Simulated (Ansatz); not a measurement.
`CB(C)S` + CH₃SH → `CSB(C)C` + H₂S at 400 K and 1 bar (ligand exchange at a B–S bond).

Isolated molecules relaxed with PBE0-D4/def2-TZVP in Ansatz; ΔE leaves out vibrations. CBS: MP2 limit from def2 TZ/QZ plus the TZ coupled-cluster correction, frozen cores. This one scheme is used for every species. One conformer a species, not always the lowest.

```json
{"species": "`CB(C)S`", "CCSD(T)/CBS energy (Eh)": "-502.93918", "H − E (kJ/mol)": "259.5", "S (J/(mol·K))": "360.5"}
{"species": "CH₃SH", "CCSD(T)/CBS energy (Eh)": "-438.22835", "H − E (kJ/mol)": "138.7", "S (J/(mol·K))": "269.4"}
{"species": "`CSB(C)C`", "CCSD(T)/CBS energy (Eh)": "-542.19673", "H − E (kJ/mol)": "343.5", "S (J/(mol·K))": "408.4"}
{"species": "H₂S", "CCSD(T)/CBS energy (Eh)": "-398.97279", "H − E (kJ/mol)": "53.4", "S (J/(mol·K))": "215.9"}
```

H − E and S are ideal-gas, rigid-rotor, harmonic terms from PBE0-D4/def2-TZVP, for one conformer and one mirror image of each species. 1 Eh = 2625.50 kJ/mol, R = 8.31446 J/(mol·K).

Task: By hand: ΔE, ΔH, ΔS and ΔG.

Result: ΔE = (-542.19673) + (-398.97279) − (-502.93918) − (-438.22835) = -0.00199 Eh = -5.2 kJ/mol. Δ(H − E) = 343.5 + 53.4 − 259.5 − 138.7 = -1.3, so ΔH = -6.5 kJ/mol. ΔS = 408.4 + 215.9 − 360.5 − 269.4 = -5.6 J/(mol·K). ΔG = -6.5 − 400 × (-5.6)/1000 = -4.3 kJ/mol.

Task: By hand: the equilibrium constant, and the temperature at which ΔG would vanish if ΔH and ΔS stayed fixed.

Result: log₁₀ K = −ΔG/(RT ln 10) = 0.6. ΔG = 0 at ΔH/ΔS = 1161 K, though so small a ΔH makes that figure unsure.

TΔS isn't small against ΔH here. The sign of ΔG lies within the doubt. A doubt of 5 kJ/mol in ΔE shifts log₁₀ K by 0.7 here. Other conformers and mirror images would add mixing entropy, several J/(mol·K) or more a flexible species. Modes under 60 cm⁻¹, often nearly free rotors, make the harmonic entropy too high. These are equilibria of isolated gas molecules and say nothing of rates. Largest T1 diagnostic: 0.012 (customary marks: 0.02 for closed shells, 0.045 for open ones).
